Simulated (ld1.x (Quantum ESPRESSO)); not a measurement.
Before and after: TM potential for barium (Ba)

* Element: barium (Ba)
* Generator: ld1.x (Quantum ESPRESSO) 7.5
* Type: norm-conserving Troullier–Martins (Kleinman–Bylander form)
* Functional: BLYP
* Relativity: fully relativistic
* Frozen core: [Kr] 4d10
* Valence charge: 10
* Reference configuration: 5s2 5p6 5d0 6s2 6p0
* Partial waves: 5s (bound): rc 2.55 bohr; 5p (bound): rc 2.95 bohr; 5d (bound, empty): rc 4.20 bohr
* Local potential: all-electron potential smoothed inside 2.40 bohr (lloc = -1)
* Core correction: none

Open shells are filled in proportion to 2j + 1 (rel_dist='average').

Occupied shells without a wave of their own: 6s. They enter only through the test configuration that unscreens the potential.

Change: local potential all-electron potential smoothed inside 4.68 bohr (lloc = -1).

Cutoffs: the cutoffs (Ry, on a coarse ladder) from which the occupation-weighted sum of valence levels, in a spherical-Bessel basis at the reference potential, stays within 10 and 1 mRy of its value at 400 Ry; they do not see the model core or the augmentation charge, which bear on the density cutoff. Errors are all-electron minus pseudo energies relative to the spin-unpolarised reference configuration.

Q: What does the change do?

A: The potential gets neither clearly harder nor softer (15 Ry and 30 Ry → 15 Ry and 30 Ry); the miss of the reference levels goes from 0.15 to 1.28 eV; of the 7 tests that both files solve, the error grows in 7 and shrinks in 0 by more than 15 % and 0.3 meV (median size 315.4 → 2131.8 meV); neither file shows a bound ghost at the reference potential, the only one tested. The local part now departs from the all-electron potential out to 4.68 bohr, far beyond the s radius of 2.55 bohr, and whatever the projectors do not describe feels it: the likely cause.

```csv
quantity,base,changed
"cutoff, loose",15 Ry,15 Ry
"cutoff, tight",30 Ry,30 Ry
bound ghosts,none,none
"largest miss of a reference level, eV",0.15,1.28
"error for 5s2 5p6 5d0 6s1 6p0, meV [ΔE 5.27 eV]",-216,+1819
"error for 5s2 5p6 5d0 6s0 6p0, meV [ΔE 15.33 eV]",-611,+4874
"error for 5s2 5p6 5d0 6s1.5 6p0, meV [ΔE 2.07 eV]",-90,+772
"error for 5s2 5p6 5d1 6s0 6p0, meV [ΔE 6.09 eV]",-366,+2963
"error for 5s2 5p6 5d0 6s0 6p2, meV [ΔE 4.30 eV]",-315,+2132
"error for 5s2 5p6 5d0.5 6s1.5 6p0, meV [ΔE 0.65 eV]",-67,+573
"error for 5s2 5p6 5d0 6s0 6p1, meV [ΔE 7.94 eV]",-425,+3139
```

Base: The 6s level has no wave, so the channel is fitted at the deeper level alone: the likely source of the large errors. Changed file: These tests converged, but a pseudo level misses the all-electron one widely, so the file describes the atom poorly there or has found another state: 5s2 5p6 5d0 6s1 6p0: 6s by 2.4 eV; 5s2 5p6 5d0 6s0 6p0: 5p by 2.7 eV (a node warning on the way); 5s2 5p6 5d0 6s1.5 6p0: 6s by 1.8 eV; 5s2 5p6 5d1 6s0 6p0: 5p by 2.3 eV; 5s2 5p6 5d0.5 6s1.5 6p0: 6s by 1.3 eV; 5s2 5p6 5d0 6s0 6p1: 6p by 1.4 eV. The 6s level has no wave, so the channel is fitted at the deeper level alone: the likely source of the large errors.
